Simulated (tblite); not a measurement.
Isomers of C6H8F3OP. Calculated harmonic vibrations of the isolated species, GFN2-xTB (tblite), most abundant isotopes, no scaling. This tight-binding method is rough: wavenumbers can miss measured ones by several per cent, in bad cases by 10 to 20. Modes of hydrogen on phosphorus can be 10 to 20 % off. One conformer each.

Electronic energies: GFN2-xTB at the same geometries; isomer energies are rough at this level and their order can be wrong.

```tsv
SMILES	electronic energy, lowest = 0 (kJ/mol)
C=C[P@](=O)(CC)C(F)=C(F)F	67.8
CC#C[P@@H](=O)CCC(F)(F)F	0.0
CCP1C(OC)=C1C(F)(F)F	184.5
C=CC[P@](=O)(C=C)C(F)(F)F	49.4
C#C[P@@](=O)(CCC)C(F)(F)F	70.1
C=C[P@](=O)(C1CC1)C(F)(F)F	20.3
O=C1CCP(C(F)(F)F)CC1	8.3
```

Problem. How do GFN2-xTB zero-point energies change the relative energies?

Solution. 
```json
{"SMILES": "CC#C[P@@H](=O)CCC(F)(F)F", "ZPE (kJ/mol)": "339.2", "of it from modes above 1550 cm⁻¹": "153.3", "electronic (kJ/mol)": "0.0", "with ZPE, lowest = 0 (kJ/mol)": "0.0", "lowest mode (cm⁻¹)": "21", "rings": "0"}
{"SMILES": "O=C1CCP(C(F)(F)F)CC1", "ZPE (kJ/mol)": "350.1", "of it from modes above 1550 cm⁻¹": "152.5", "electronic (kJ/mol)": "8.3", "with ZPE, lowest = 0 (kJ/mol)": "19.1", "lowest mode (cm⁻¹)": "36", "rings": "1"}
{"SMILES": "C=C[P@](=O)(C1CC1)C(F)(F)F", "ZPE (kJ/mol)": "342.6", "of it from modes above 1550 cm⁻¹": "157.6", "electronic (kJ/mol)": "20.3", "with ZPE, lowest = 0 (kJ/mol)": "23.6", "lowest mode (cm⁻¹)": "30", "rings": "1"}
{"SMILES": "C=CC[P@](=O)(C=C)C(F)(F)F", "ZPE (kJ/mol)": "337.5", "of it from modes above 1550 cm⁻¹": "166.4", "electronic (kJ/mol)": "49.4", "with ZPE, lowest = 0 (kJ/mol)": "47.7", "lowest mode (cm⁻¹)": "38", "rings": "0"}
{"SMILES": "C=C[P@](=O)(CC)C(F)=C(F)F", "ZPE (kJ/mol)": "340.5", "of it from modes above 1550 cm⁻¹": "165.7", "electronic (kJ/mol)": "67.8", "with ZPE, lowest = 0 (kJ/mol)": "69.0", "lowest mode (cm⁻¹)": "32", "rings": "0"}
{"SMILES": "C#C[P@@](=O)(CCC)C(F)(F)F", "ZPE (kJ/mol)": "340.7", "of it from modes above 1550 cm⁻¹": "158.9", "electronic (kJ/mol)": "70.1", "with ZPE, lowest = 0 (kJ/mol)": "71.6", "lowest mode (cm⁻¹)": "29", "rings": "0"}
{"SMILES": "CCP1C(OC)=C1C(F)(F)F", "ZPE (kJ/mol)": "342.9", "of it from modes above 1550 cm⁻¹": "154.5", "electronic (kJ/mol)": "184.5", "with ZPE, lowest = 0 (kJ/mol)": "188.1", "lowest mode (cm⁻¹)": "7", "rings": "1"}
```

The zero-point energies span 12.6 kJ/mol, from `C=CC[P@](=O)(C=C)C(F)(F)F` to `O=C1CCP(C(F)(F)F)CC1`. The order is unchanged.

Problem. What do entropy and thermal enthalpy add at 298.15 K and 1 bar (rigid rotor, harmonic oscillator, one conformer each)?

Solution. 
```json
{"SMILES": "O=C1CCP(C(F)(F)F)CC1", "point group": "C1", "symmetry number": "1", "S (J/(mol K))": "442.3", "H − H(0) (kJ/mol)": "31.79", "ZPE + H − H(0) − TS (kJ/mol)": "250.0"}
{"SMILES": "C=C[P@](=O)(C1CC1)C(F)(F)F", "point group": "C1", "symmetry number": "1", "S (J/(mol K))": "477.4", "H − H(0) (kJ/mol)": "35.61", "ZPE + H − H(0) − TS (kJ/mol)": "235.8"}
{"SMILES": "C=CC[P@](=O)(C=C)C(F)(F)F", "point group": "C1", "symmetry number": "1", "S (J/(mol K))": "482.4", "H − H(0) (kJ/mol)": "36.94", "ZPE + H − H(0) − TS (kJ/mol)": "230.6"}
{"SMILES": "C=C[P@](=O)(CC)C(F)=C(F)F", "point group": "C1", "symmetry number": "1", "S (J/(mol K))": "485.5", "H − H(0) (kJ/mol)": "37.65", "ZPE + H − H(0) − TS (kJ/mol)": "233.3"}
{"SMILES": "C#C[P@@](=O)(CCC)C(F)(F)F", "point group": "C1", "symmetry number": "1", "S (J/(mol K))": "493.0", "H − H(0) (kJ/mol)": "38.02", "ZPE + H − H(0) − TS (kJ/mol)": "231.8"}
```

Not tabulated: `CC#C[P@@H](=O)CCC(F)(F)F` (lowest mode only 21 cm⁻¹); `CCP1C(OC)=C1C(F)(F)F` (lowest mode only 7 cm⁻¹).
